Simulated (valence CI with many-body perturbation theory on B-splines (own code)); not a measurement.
## Which ion has this spectrum?

A relativistic CI+MBPT calculation for an atom or ion with 23 electrons gives these levels (eV):

| J | Parity | E | g |
| --- | --- | --- | --- |
| 5/2 | even | 0.00 | 1.26 |
| 5/2 | even | 72.61 | 1.33 |
| 7/2 | even | 84.66 | 1.16 |
| 11/2 | even | 85.84 | 1.09 |
| 3/2 | even | 86.78 | 1.14 |
| 9/2 | even | 91.94 | 1.13 |
| 5/2 | even | 96.08 | 1.13 |
| 1/2 | even | 100.37 | 1.77 |
| 7/2 | even | 100.66 | 1.07 |
| 3/2 | even | 119.34 | 0.80 |
| 5/2 | even | 156.09 | 1.31 |
| 7/2 | even | 165.35 | 1.21 |
| 11/2 | even | 165.57 | 1.09 |
| 9/2 | even | 167.76 | 1.14 |

The energies are calculated, and their last digits are not significant.

Which is it?
A. W51+
B. Ir54+
C. Au56+
D. Hg57+

B. Ir54+, ground level (3d3/2^4 3d5/2) J=5/2.
